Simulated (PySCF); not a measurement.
C2H13NOSi3: full NMR table

| Quantity | Value |
| --- | --- |
| Formula | C2H13NOSi3 |
| SMILES | CN(C)[SiH2]O[SiH2][SiH3] |
| Point group of the computed structure | C1 |
| Degrees of unsaturation | 0 |
| Carbon signals | 1 |
| Proton signals | 4 |

Bonds (- single, = double, # triple, : aromatic): C1-N2, N2-C3, N2-Si4, Si4-O5, O5-Si6, Si6-Si7. C1 carries H8, H9, H10; C3 carries H11, H12, H13; Si4 carries H14, H15; Si6 carries H16, H17; Si7 carries H18, H19, H20.

One averaged value for each set of equivalent atoms, isolated molecule, no relativistic terms, one conformer. Coordinates at the PBE0-D3(BJ)/def2-SVP level; GIAO B97-2/pcSseg-1 shieldings; PySCF 2.14.

Shifts are taken against calculated references (same method and geometry level): ¹H, ¹³C, ²⁹Si vs TMS; NH3 for ¹⁵N; ¹⁷O vs H2O.

```tsv
carbon	δC, type	δH (multiplicity)	HMBC from (2–3 bonds)	span of the C tensor (ppm)
C1/C3	38.0, CH3	2.47 (s)	H14/H15, H8/H9/H10/H11/H12/H13	58
```

Other nuclei:
| atoms | nucleus | environment | δ (ppm) | σ (ppm) |
| --- | --- | --- | --- | --- |
| H16/H17 | ¹H | hydrogen on a silicon bonded to O, Si | 5.17 | 26.21 |
| H14/H15 | ¹H | hydrogen on a silicon bonded to N, O | 4.64 | 26.73 |
| H18/H19/H20 | ¹H | hydrogen on a silicon bonded to Si | 3.32 | 28.06 |
| Si4 | ²⁹Si | silicon bonded to N, O, 2 H | -26.2 | 383.6 |
| Si6 | ²⁹Si | silicon bonded to O, Si, 2 H | -30.1 | 387.5 |
| Si7 | ²⁹Si | silicon bonded to Si, 3 H | -99.7 | 457.1 |
| N2 | ¹⁵N | nitrogen bonded to 2 C, Si | 34.2 | 228.7 |
| O5 | ¹⁷O | oxygen bonded to 2 Si | 34.4 | 297.2 |

1. Carbon types of the structure: 2 × CH3, leaving 7 H on heteroatoms.
2. δC 38.0: methyl carbon bonded to N; deshielded by the electronegative neighbour.
3. δH 5.17: hydrogen on a silicon bonded to O, Si.
4. δH 4.64: hydrogen on a silicon bonded to N, O.
5. δH 3.32: hydrogen on a silicon bonded to Si.
6. δH 2.47: hydrogen on a methyl carbon bonded to N; its carbon carries N, which withdraws density.

Shifts are as computed. Against solution values, carbons near 30 ppm lie about +1 ppm off and those near 130 ppm about +2 ppm. Of 1309 compounds with measured shifts, 239 miss one by over three times the rms of a fit or turn the order of signals round; such compounds aren't used in these exercises. Experimental scales use liquid or dissolved standards, which lie at an offset from isolated NH3 (liquid NH3: subtract about 20 ppm) and H2O (liquid H2O: subtract about 36 ppm). No couplings were computed; multiplicities are counted from neighbouring protons, with m where these are inequivalent, close in shift, in a saturated or five-membered ring or joined by F or P, and br s for small geminal =CH2 splittings.
